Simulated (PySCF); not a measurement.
## Solvent effects on NMR parameters

Bonds (- single, = double, # triple, : aromatic): C1=N2 1.263 Å, N2-Si3 1.739 Å, Si3-C4 1.852 Å, C4-C5 1.542 Å, C5-Si3 1.852 Å. C1 carries H6, H7; Si3 carries H8; C4 carries H9, H10; C5 carries H11, H12. H9, H11 are cis to N2 on the ring; H6 is cis to Si3; H10, H12 are trans to N2 on the ring; H7 is trans to Si3.

GIAO PBE0/pcSseg-1 in PySCF 2.14.0 with density-fitted response routines on one PBE0-D3(BJ)/def2-SVP conformer, non-relativistic, equivalent nuclei averaged. Solvents enter as an IEF-PCM continuum (benzene with ε = 2.3, methanol with ε = 32.6) around the gas-phase geometry. Shifts are referred to TMS computed in the same medium.

Gas phase, δ in ppm: C1 177.3, C4/C5 -1.5, Si3 -89.8, H6 8.79, H7 8.63, H8 4.12, H9/H11 1.13, H10/H12 0.72. Dipole moment 1.44 D.

(1) How does each δ change in the continuum?

(2) Which of the listed nuclei move most (in ppm), and what does the model miss? (N and O are left out, as their reference compounds move with the solvent too.)

## Answers

(1) 
```csv
atoms,environment,"Δδ, benzene","Δδ, methanol"
C1,C=N carbon,+3.8,+8.8
C4/C5,three-membered-ring carbon,-0.2,-0.5
Si3,"silicon bonded to 2 C, N, H, in a 3-membered ring",-0.5,-1.3
H6,hydrogen on a C=N carbon,+0.06,+0.15
H7,hydrogen on a C=N carbon,+0.06,+0.13
H8,"hydrogen on a silicon bonded to 2 C, N, in a 3-membered ring",+0.02,+0.07
H9/H11,hydrogen on a three-membered-ring carbon,-0.02,-0.09
H10/H12,hydrogen on a three-membered-ring carbon,+0.03,+0.08
```

Changes are relative to the gas phase. The dipole moment becomes 1.68 D in benzene, 2.06 D in methanol.

(2) C1 (C=N carbon, +8.8 ppm) in methanol. A continuum only polarises the solute; specific hydrogen bonds, the anisotropy of aromatic solvents and changes of geometry or conformer are outside it.
